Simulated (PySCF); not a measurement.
Co¹⁵⁺ (cobalt, charge +15): Hartree-Fock from Schrödinger to Dirac-Coulomb

Occupied: 1s1/2, 2s1/2, 2p1/2, 2p3/2, 3s1/2. Hartree-Fock calculated with PySCF 2.14 in an even-tempered Gaussian basis (21 s from 0.57 bohr⁻², ratio 2.3; 15 p from 0.68 bohr⁻², ratio 2.3), Gaussian nucleus throughout. NR is non-relativistic, sf-X2C the spin-free one-electron X2C Hamiltonian, X2C adds the bare one-electron spin-orbit term, X2C-SNSO screens it by Boettger's factors, DC is four-component Dirac-Coulomb, and the Gaunt term is added at first order (total energies over the DC spinors, levels after relaxing the spinors in that mean field). QED terms are absent. Levels marked empty are virtual spinors of this ion; the basis has s and p functions only, so 3d, which can lie below the n = 4 levels, is absent.

| Hamiltonian | E (hartree) | E − E(DC) (hartree) | CPU seconds |
| --- | --- | --- | --- |
| NR | -1275.3188 | 10.5979 | 0.76 |
| sf-X2C | -1285.7041 | 0.2126 | 0.48 |
| X2C | -1285.7320 | 0.1847 | 0.72 |
| X2C-SNSO | -1285.7280 | 0.1887 | 0.57 |
| DC | -1285.9167 | 0.0000 | 37 |
| DC+Gaunt | -1285.3662 | 0.5505 | 61 |

Question: Give the 2p spin-orbit interval with each Hamiltonian that has one.

Answer: X2C 16.85; X2C-SNSO 15.58; DC 15.42; DC+Gaunt 15.05 (eV).

```tsv
level (eV)	NR	sf-X2C	X2C	X2C-SNSO	DC	DC+Gaunt
1s1/2	-8210.5	-8285.5	-8285.4	-8285.4	-8289.1	-8280.1
2s1/2	-1432.9	-1450.1	-1450.1	-1450.1	-1450.5	-1449.8
2p1/2	-1305.7	-1309.4	-1320.8	-1319.9	-1320.0	-1318.7
2p3/2	-1305.7	-1309.4	-1303.9	-1304.3	-1304.6	-1303.7
3s1/2	-504.35	-508.60	-508.60	-508.60	-508.66	-508.51
3p1/2 (empty)	-439.13	-440.35	-442.52	-442.36	-442.37	-442.12
3p3/2 (empty)	-439.13	-440.35	-439.29	-439.37	-439.40	-439.23
4s1/2 (empty)	-240.84	-242.37	-242.37	-242.37	-242.39	-242.34
```

Weight of the small component: 1s1/2 0.00946, 2s1/2 0.00182, 2p1/2 0.00177, 2p3/2 0.00175, 3s1/2 0.000561, 3p1/2 0.000523, 3p3/2 0.000519, 4s1/2 0.000253.

Koopmans' value for the highest occupied level at DC+Gaunt: 508.51 eV, against an ionisation energy of 511.96 ± 0.06 eV (semi-empirical (NIST evaluation); NIST Atomic Spectra Database, ionization energies); the former lacks relaxation, correlation, QED and recoil.

The whole ladder took 110 s of wall time on 1 thread of Intel(R) Xeon(R) Platinum 8259CL CPU @ 2.50GHz (shared host), launched as `OMP_NUM_THREADS=1 python relrun2.py TASK.json OUT` (a driver that calls PySCF for each Hamiltonian).
